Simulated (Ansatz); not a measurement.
`[CH3][Sn][F]` + HCl → `[CH3][Sn][Cl]` + H–F  (ligand exchange at the Sn–F bond)

Isolated molecules relaxed with PBE0-D4/def2-TZVP in Ansatz; ΔE leaves out vibrations. CCSD(T)/CBS adds triple-zeta CCSD(T) − MP2 to the extrapolated MP2 energy (def2 sets, frozen cores). This one scheme is used for every species. Functionals use def2-TZVPP. def2 core potentials past Kr. For Sn outer-core shells are correlated without core-valence functions, which leaves a few kJ/mol of doubt a bond.

| level | ΔE (eV) |
| --- | --- |
| BLYP-D4 | -0.28 |
| r2SCAN0 | -0.39 |

(1) What does CCSD(T)/CBS give? (Best estimate.)

Largest T1 diagnostic among the species: 0.015.

Answers

(1) Computed: -0.38 eV. The listed levels differ from it by 0.10, -0.01 eV.

Leaving LDA and LC-ωPBE aside and taking each functional with its dispersion term where it has one, the values, not all of them listed here, spread over 0.16 eV, from PBE-QIDH to CAM-B3LYP-D4. LDA lies −0.04 eV from PBE without D4. From PBE to PBE0 (25 % exact exchange), in def2-TZVPP and without D4, ΔE moves by −0.08 eV.
